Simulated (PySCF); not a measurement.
Isomers of C7H12Ge and their computed core-level spectra.

Level of theory: PySCF, delta-SCF UKS SCAN, pcX-2 on the ionised atom, pcseg-1 elsewhere, spin-free X2C. Geometries: PBE0-D3(BJ)/def2-SVP; isolated species, one conformer each.

Line lists (1s up to Mg, 2p3/2 beyond, nothing for Ge; areas count atoms within a level, one atom standing for each set equivalent by bonding):
1. C 1s: 289.66 (area 1), 289.70 (area 1), 289.86 (area 1), 289.94 (area 1), 290.38 (area 1), 291.04 (area 1), 291.37 (area 1) eV
2. C 1s: 289.71 (area 1), 289.95 (area 2), 290.01 (area 2), 290.15 (area 1), 290.43 (area 1) eV
3. C 1s: 289.65 (area 1), 289.93 (area 1), 289.97 (area 1), 290.04 (area 1), 290.41 (area 2), 290.47 (area 1) eV
4. C 1s: 289.24 (area 1), 289.74 (area 2), 289.81 (area 1), 290.36 (area 2), 291.44 (area 1) eV

Structures:
A. `C=C[CH2][GeH]1[CH2]C=C[CH2]1`
B. `C1(C2CC2)=C[CH2][GeH2][CH2]1`
C. `CC#C[C@H]1C[CH2][GeH2][CH2]1`
D. `CC#[C][GeH]1[CH2]CC[CH2]1`

Question: Match each list to its structure.

Answer: 
- 1 = C: no other candidate has these counts of sites. C 1s: 289.66 alkyne carbon, 289.70 alkyne carbon, 289.86 sp3 carbon bound to germanium, 289.94 sp3 carbon bound to germanium, 290.38 ring CH2 carbon, 291.04 propargylic carbon, 291.37 propargylic carbon.
- 2 = A: another candidate has the same counts of sites, so positions decide. C 1s: 289.71 terminal =CH2 carbon, 289.95 sp3 carbon bound to germanium (×2), 290.01 alkene CH carbon (×2), 290.15 sp3 carbon bound to germanium, 290.43 alkene CH carbon.
- 3 = B: no other candidate has these counts of sites. C 1s: 289.65 alkene CH carbon, 289.93 sp3 carbon bound to germanium, 289.97 sp3 carbon bound to germanium, 290.04 fully substituted alkene carbon, 290.41 three-membered-ring carbon (×2), 290.47 allylic carbon.
- 4 = D: another candidate has the same counts of sites, so positions decide. C 1s: 289.24 alkyne carbon, 289.74 sp3 carbon bound to germanium (×2), 289.81 alkyne carbon, 290.36 ring CH2 carbon (×2), 291.44 propargylic carbon.

1 of these hole states is spin-contaminated (⟨S²⟩ 0.85, against 0.75; counted from 0.85) and less certain.
